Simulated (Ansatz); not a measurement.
Ansatz (a program for electronic structure) input (MP2/def2-TZVP):

Ansatz 0.2 input:
```yaml
crystal:
  periodic: [false, false, false]
  atoms:
    - {symbol: Sn, position_ang: [-0.00000000, -0.00000000, -0.28454779]}
    - {symbol: O, position_ang: [0.00000000, 0.00000000, 1.77842369]}
basis:
  gaussian:
    orbitals: def2-TZVP
magnetization: {spin_polarized: true, initial_magnetization: 2}
correlation: {method: mp2, electrons: outside_noble_gas}
relax: {f_tol: 0.003, max_steps: 100}
```

Output:

```
Functional definition: HF
these checks for a lower state are left out or cut short: cluster_reference
integrals: 0.03 GiB planned
736 factors; integrals over basis functions are off by at most 4.6e-4 eV
mean field: 0.19 GiB planned
mean field evaluation 1: about -7835.9841 eV, gradient 3.0e1 eV
mean field evaluation 2: about -7835.9854 eV, gradient 3.0e1 eV
mean field evaluation 4: about -7840.9753 eV, gradient 4.1e0 eV
mean field evaluation 8: about -7841.3727 eV, gradient 2.4e-1 eV
mean field evaluation 16: about -7841.4385 eV, gradient 1.0e0 eV
mean field evaluation 32: about -7842.2178 eV, gradient 5.6e0 eV
mean field evaluation 64: about -7842.3691 eV, gradient 2.7e-6 eV
mean field evaluation 96: about -7842.1735 eV, gradient 4.1e-1 eV
mean field evaluation 128: about -7838.7342 eV, gradient 6.2e0 eV
mean field evaluation 160: about -7841.3746 eV, gradient 7.0e-4 eV
mean field -7842.36911866 eV, -288.2017493620 hartree, gradient 1.0e-6 eV, S^2 2.035143; 15 other end points of the search recorded, 0 dependent functions left out
10 core orbitals not correlated
reference -7842.36911866 eV, -288.2017493620 hartree; 6, 4 occupied and 65, 67 virtual orbitals, 736 factors
densities: 0.18 GiB planned
second order -6.69693636 eV of doubles, -0.00000000 eV of singles
the calculation of the forces begins
relax step   1: F+E_penalty+E_count = -7849.06605502 eV  Δ(F+E_penalty+E_count) = +0.000e0 eV  max|allowed force component| = 2.973e-1 eV/Å  Δτ_max = 0.0000 Å  (633 SCF iters, accepted)
these checks for a lower state are left out or cut short: starts, cluster_reference, orbital_swaps, neighbouring_geometries, increment
integrals: 0.03 GiB planned
736 factors; integrals over basis functions are off by at most 4.5e-4 eV
mean field: 0.19 GiB planned
mean field -7842.38053261 eV, -288.2021688170 hartree, gradient 2.9e-6 eV, S^2 2.034552; 0 other end points of the search recorded, 0 dependent functions left out
10 core orbitals not correlated
reference -7842.38053261 eV, -288.2021688170 hartree; 6, 4 occupied and 65, 67 virtual orbitals, 736 factors
densities: 0.18 GiB planned
second order -6.68822147 eV of doubles, -0.00000000 eV of singles
the calculation of the forces begins
relax step   2: F+E_penalty+E_count = -7849.06875408 eV  Δ(F+E_penalty+E_count) = -2.699e-3 eV  max|allowed force component| = 1.433e-2 eV/Å  Δτ_max = 0.0094 Å  (47 SCF iters, accepted)
these checks for a lower state are left out or cut short: starts, cluster_reference, orbital_swaps, neighbouring_geometries, increment
integrals: 0.03 GiB planned
736 factors; integrals over basis functions are off by at most 4.5e-4 eV
mean field: 0.19 GiB planned
mean field -7842.38014413 eV, -288.2021545404 hartree, gradient 9.8e-6 eV, S^2 2.034577; 0 other end points of the search recorded, 0 dependent functions left out
10 core orbitals not correlated
reference -7842.38014413 eV, -288.2021545404 hartree; 6, 4 occupied and 65, 67 virtual orbitals, 736 factors
densities: 0.18 GiB planned
second order -6.68861596 eV of doubles, -0.00000000 eV of singles
the calculation of the forces begins
relax step   3: F+E_penalty+E_count = -7849.06876009 eV  Δ(F+E_penalty+E_count) = -6.012e-6 eV  max|allowed force component| = 4.118e-5 eV/Å  Δτ_max = 0.0004 Å  (36 SCF iters, accepted)
these checks for a lower state are left out or cut short: cluster_reference
integrals: 0.03 GiB planned
736 factors; integrals over basis functions are off by at most 4.5e-4 eV
mean field: 0.19 GiB planned
mean field evaluation 192: about -7836.0229 eV, gradient 3.0e1 eV
mean field evaluation 224: about -7842.1797 eV, gradient 3.4e-2 eV
mean field evaluation 256: about -7842.1798 eV, gradient 1.5e-6 eV
mean field evaluation 288: about -7842.1798 eV, gradient 2.7e-2 eV
mean field evaluation 320: about -7842.1798 eV, gradient 2.9e-2 eV
mean field evaluation 352: about -7841.3973 eV, gradient 9.1e-6 eV
mean field -7842.38014413 eV, -288.2021545404 hartree, gradient 9.8e-6 eV, S^2 2.034577; 16 other end points of the search recorded, 0 dependent functions left out
10 core orbitals not correlated
reference -7842.38014413 eV, -288.2021545404 hartree; 6, 4 occupied and 65, 67 virtual orbitals, 736 factors
densities: 0.18 GiB planned
second order -6.68861596 eV of doubles, -0.00000000 eV of singles
the calculation of the forces begins
Total energy: -7849.06876009 eV, -288.4479566433 hartree
Atom 0 at    -0.000000     0.000000    -0.275573 Å, force    -0.000000    -0.000000     0.000041 eV/Å
Atom 1 at     0.000000    -0.000000     1.769449 Å, force     0.000000     0.000000    -0.000041 eV/Å
Dipole moment:    -0.000000    -0.000000    -0.489428 e Å
Checks for a lower state left out: cluster_reference
```

This is an excited triplet: at this geometry the singlet lies 2.07 eV lower at CCSD(T)/CBS(def2-TZVPPD,def2-QZVPPD).
